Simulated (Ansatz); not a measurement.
Q: Predict a relaxed structure of diphenyliodonium (C12H10I⁺), charge 1, singlet, at PBE-D4/def2-SVP (Ansatz).

A: 
Cartesian coordinates in Å:
```
C 2.2587 -0.2481 -3.0276
C 1.8476 -1.4370 -2.4028
C 1.6326 -1.4749 -1.0147
C 1.8378 -0.2863 -0.3034
I 1.4697 -0.2949 1.8101
C -0.6495 0.0468 1.7646
C -1.4924 -1.0484 1.9900
C -2.8775 -0.8141 1.9351
C -3.3710 0.4713 1.6616
C -2.4902 1.5428 1.4401
C -1.1004 1.3450 1.4966
C 2.2507 0.9184 -0.8867
C 2.4581 0.9213 -2.2768
H 2.4285 -0.2338 -4.1145
H 1.6971 -2.3540 -2.9924
H 1.3178 -2.4061 -0.5226
H -1.1033 -2.0542 2.2041
H -3.5691 -1.6516 2.1126
H -4.4573 0.6415 1.6222
H -2.8790 2.5508 1.2306
H -0.4089 2.1844 1.3357
H 2.4148 1.8303 -0.2949
H 2.7854 1.8507 -2.7669
```
 This is one stationary point.

In the def2 sets I takes a core potential; there is no spin–orbit coupling.
